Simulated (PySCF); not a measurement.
RuO4, SMILES [O]=[Ru](=[O])(=[O])=[O], multiplicity 1. Geometry optimised at r2SCAN-D4/def2-SVP. The spin state was assumed, not searched. The isomer is the one that the SMILES or the coordinates give; other isomers of the formula were not compared. The def2 effective core potentials stand for the cores of Ru; spin–orbit coupling is left out.

Computed equilibrium geometry at r2SCAN-D4/def2-SVP (PySCF confirms it by a frequency run) as bond lengths and angles, and its point group:
point group Td.
Atoms: Ru1 O2 O3 O4 O5. Bonds (Å): Ru1–O2 1.681, Ru1–O3 1.681, Ru1–O4 1.681, Ru1–O5 1.681. Angles (°): O2–Ru1–O3 109.5, O2–Ru1–O4 109.5, O2–Ru1–O5 109.5, O3–Ru1–O4 109.5, O3–Ru1–O5 109.5, O4–Ru1–O5 109.5.
Charge 0, spin multiplicity 1.
